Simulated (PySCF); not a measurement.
# A small calculation by hand: oscillator strength and radiative lifetime

C3H7FSi, SMILES [SiH2](C1CC1)F.

The structure is a stationary point at PBE-D3(BJ)/def2-SVP. This is a generated structure with no PubChem entry under its InChIKey; it may be hypothetical. Other conformers were not sampled.

TDA-PBE/def2-SVPD (PySCF) puts the first singlet state with f over 0.02 at 7.07 eV (vertical), with the transition dipole (-0.484, -0.006, -0.127) in atomic units.

Problem. Find the oscillator strength, the wavelength and the radiative lifetime that this transition would have in vacuum if emission retraced absorption.

Solution. 
|μ|² = 0.2504 au, so |μ| = 1.27 D. ΔE = 7.07/27.211 = 0.2598 hartree. f = (2/3) ΔE |μ|² = 0.043 (the program prints 0.043).
λ = 1239.84/7.07 = 175 nm; ν = 57023 cm⁻¹.
Einstein's coefficient A = 0.6670 ν² f s⁻¹ (ν in cm⁻¹) = 9.4e7 s⁻¹, so τ = 1/A = 11 ns. This state is S2; the lower singlet has f = 0.003. The figure is the radiative limit of this one transition; relaxation, internal conversion, crossing to triplets and a medium change what is measured.
